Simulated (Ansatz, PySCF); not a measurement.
Gas-phase reaction (SMILES): [F][Ge]([F])([F])[F] [tetrafluorogermane] + 4 [H][H] (H2) -> 4 F (HF) + [GeH4] (GeH4); energy of full hydrogenation.

Structures are relaxed separately at B3LYP-D3(BJ)/def2-TZVP in Ansatz (a first-principles code). Valence correlation only, unless marked. Spin-orbit coupling is left out. Frozen are the shells of the preceding noble gas and the d and f shells that filled before the atom's block. Non-relativistic. Basis-set limits of correlation are two-point, X^-3; Hartree-Fock from the larger set. Thermal terms are rigid-rotor harmonic-oscillator values from B3LYP-D3(BJ) frequencies (Ansatz or PySCF) at 298.15 K and 1 atm. 1 Eh = 627.5095 kcal/mol.

```csv
species,"E, CCSD(T)/CBS(cc-pVTZ,cc-pVQZ) (Ansatz) (Eh)","E, PBE/def2-TZVPD (Ansatz) (Eh)",H - E (Eh)
[F][Ge]([F])([F])[F],-2474.85159,-2476.02820,0.01633
[H][H] (H2),-1.17450,-1.16589,0.01336
F (HF),-100.39146,-100.39521,0.01259
[GeH4] (GeH4),-2077.90558,-2079.05782,0.03354
```

Problem. Work out ΔE and ΔH at 298.15 K at the first level, then ΔH at the second.

Solution. 
1. ΔE = [4×(-100.39146) + (-2077.90558)] - [(-2474.85159) + 4×(-1.17450)] = 0.07817 Eh = 49.1 kcal/mol at CCSD(T)/CBS(cc-pVTZ,cc-pVQZ).
2. The terms H - E add up to 0.01413 Eh, so ΔH = (0.07817 + (0.01413))×627.5095 = 57.9 kcal/mol.
3. At PBE/def2-TZVPD the same steps give ΔE = 33.3 and ΔH = 42.2 kcal/mol, a shift of -15.7 from the first level.
4. These values are not checked against measurement here, since the tables used lack a sound gas-phase enthalpy of formation for at least one species.
